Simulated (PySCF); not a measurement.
Computed shifts of a molecule CH4ClFOSi, PBE0/pcSseg-1 in PySCF, GIAO, gas phase, equivalent atoms averaged, in ppm (number of nuclei): ¹³C: 58.4 (1). ²⁹Si: 12.7 (1). ¹⁹F: -163.9 (1). ¹H: 5.58 (1), 3.95 (2), -0.34 (1). References: ¹⁷O against H2O (σ = 334.2 ppm); ¹³C against TMS (σ = 186.3 ppm); ²⁹Si against TMS (σ = 352.7 ppm); ¹⁹F against CFCl3 (σ = 167.2 ppm); ³⁵Cl against HCl (σ = 945.9 ppm); ¹H against TMS (σ = 31.56 ppm), references at their B3LYP-D3(BJ)/def2-TZVP geometries, non-relativistic (without spin–orbit terms, shifts of atoms bonded to Cl or Br come out too high). Coordinates come from a B3LYP-D3(BJ)/def2-SVP optimisation. One conformer was computed; it need not be the lowest.

**Question.** Pick the molecule that these values belong to.
(A) CO[Si@H](F)Cl
(B) O[Si@@H](Cl)CF
(C) C[Si@](O)(F)Cl
(D) OC[Si@@H](F)Cl

**Answer.** D, OC[Si@@H](F)Cl
